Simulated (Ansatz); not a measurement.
The same path of C2H9FGe2 (14 atoms, charge 0, multiplicity 1) was run twice with different band settings. The coordinate that changes most is the dihedral C1–Ge2–C3–Ge4.

These are results of RHF/def2-SVP (Ansatz), not measurements.

Relaxed end points:

```xyz
14
Properties=species:S:1:pos:R:3
C -1.395 1.273 1.081
Ge 0.447 0.599 1.129
C 0.628 -1.045 0.049
Ge 0.486 -0.875 -1.881
F 0.569 -2.476 -2.546
H -2.089 0.519 1.457
H -1.490 2.165 1.703
H -1.692 1.535 0.064
H 1.408 1.673 0.588
H 0.849 0.274 2.578
H -0.130 -1.759 0.381
H 1.601 -1.493 0.268
H 1.656 -0.108 -2.500
H -0.861 -0.312 -2.342
```

```xyz
14
Properties=species:S:1:pos:R:3
C -0.934 1.786 0.815
Ge 0.083 0.193 1.339
C 1.064 -0.561 -0.200
Ge 0.021 -1.384 -1.617
F 1.137 -1.923 -2.832
H -1.682 1.544 0.058
H -1.449 2.211 1.678
H -0.268 2.548 0.405
H 1.102 0.556 2.432
H -0.874 -0.874 1.904
H 1.759 -1.317 0.175
H 1.670 0.233 -0.644
H -0.914 -0.403 -2.328
H -0.727 -2.638 -1.158
```

Common settings: movable images 7; climbing image yes; spring 5.0 eV/Å²; optimiser quadratic models (default); start path through a guess of the saddle point; force threshold 0.03 eV/Å; end points relaxed.

| run | iteration limit |
| --- | --- |
| 1 | 50 |
| 2 | 10 |

What does each run give, and how far can it be trusted?

Run 1: converged after 9 iterations, highest image 0.054 eV above the first end. A vibrational analysis at the climbing image gives one clearly imaginary mode, 69i cm⁻¹: a first-order saddle point.
Run 2: converged after 9 iterations, highest image 0.054 eV above the first end. Another band between the same ends (7 images) ends at a top of the same energy, where a vibrational analysis finds 1 clearly imaginary mode.
